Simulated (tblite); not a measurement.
Species: C5H14Si2.
Z-matrix (Å and degrees, GFN2-xTB geometry), rows numbered from 1:
```
C 
C   1  1.5226
C   2  1.5310  1  111.94
C   3  1.5002  2  112.17  1   -64.41
Si  4  1.8937  3  117.11  2   -63.41
C   4  1.3355  3  122.01  2   116.25
Si  6  1.8828  4  128.17  3     0.62
H   1  1.0878  2  110.44  3    58.75
H   1  1.0879  2  110.47  3   -60.96
H   1  1.0879  2  110.60  3   178.97
H   2  1.0928  1  109.46  3  -121.26
H   2  1.0928  1  109.41  3   120.90
H   3  1.0945  2  108.51  1   175.52
H   3  1.0931  2  109.16  1    57.99
H   5  1.4671  4  110.43  3    88.57
H   5  1.4639  4  109.00  3  -151.66
H   5  1.4660  4  109.50  3   -31.67
H   6  1.0855  4  117.01  3   179.94
H   7  1.4678  6  110.82  4    60.16
H   7  1.4669  6  111.69  4   -61.56
H   7  1.4651  6  107.59  4   179.32
```

Computed with GFN2-xTB (tblite): harmonic, unscaled wavenumbers at the GFN2-xTB geometry, gas phase. The method is semi-empirical: single wavenumbers can be off by several per cent or more. Modes of hydrogen on silicon can be 10 to 20 % off. One conformer, not necessarily the lowest.

Harmonic wavenumbers (cm⁻¹): 49.6, 85.1, 93.6, 98.4, 142.2, 172.2, 179.6, 221.5, 290.4, 347.9, 374.4, 460.3, 523.1, 546.3, 553.9, 597.8, 686.0, 770.1, 784.7, 786.1, 796.0, 796.5, 800.1, 811.6, 817.0, 835.0, 910.5, 941.8, 1022.3, 1090.1, 1122.7, 1142.1, 1212.9, 1253.7, 1298.6, 1328.2, 1345.3, 1414.8, 1474.1, 1490.0, 1501.3, 1505.9, 1634.1, 2219.0, 2227.5, 2229.9, 2239.6, 2249.1, 2258.1, 2939.5, 2957.1, 2967.3, 2975.4, 3002.7, 3030.8, 3032.0, 3038.2.

A = 1835, B = 1193, C = 830.7 MHz; mass 130.063 u (most abundant isotopes); point group C1, symmetry number 1.

Task: What is the zero-point energy?

Result: Half the sum of the wavenumbers: 35837 cm⁻¹ = 102.46 kcal/mol.

Task: What is S at 350 K and 1 bar for an ideal gas of classical rigid rotors and harmonic oscillators?

Result: Translation 41.32, rotation 30.04, vibration 40.92: S = 112.3 cal/(mol K).

Task: And Cp and H(350 K) − H(0)?

Result: Cp = 49.76 cal/(mol K), of which vibrations give 41.81 (their classical limit is 57 R = 113.3); H(350 K) − H(0) = 10.27 kcal/mol without the zero-point energy, 7.49 from vibrations.

Task: Blend soft modes into free rotors: weight 1/[1 + (100 cm⁻¹/ν̃)⁴] for the oscillator and the rest for a rotor with moment μB/(μ + B), μ = h/(8π²ν), B = 10⁻⁴⁴ kg m². What vibrational entropy results?

Result: 37.99 cal/(mol K) in place of 40.92, which changes −T·S at 350 K by +1.02 kcal/mol.

Task: How do the functions run with temperature in this model?

Result: 
| T (K) | S (cal/(mol K)) | Cp (cal/(mol K)) | H − H(0) (kcal/mol) | G − H(0) (kcal/mol) | ln q(vib) |
| --- | --- | --- | --- | --- | --- |
| 50 | 59.3 | 14.5 | 0.52 | -2.45 | 0.53 |
| 100 | 71.6 | 21.2 | 1.42 | -5.74 | 1.98 |
| 298.15 | 104.8 | 44.0 | 7.84 | -23.40 | 8.22 |
| 373.15 | 115.5 | 52.2 | 11.45 | -31.66 | 10.53 |
| 500 | 132.5 | 64.0 | 18.85 | -47.41 | 14.38 |
| 750 | 161.9 | 80.9 | 37.11 | -84.32 | 21.62 |
| 1000 | 186.8 | 92.0 | 58.82 | -127.99 | 28.30 |

q(vib) and H(0) count from the zero-point level.

Hindered rotation and anharmonicity are outside this model. Other conformers, if any are populated, would add a mixing term that is left out. The structure is chiral; the term R ln 2 for an equal mix with its mirror image is left out.
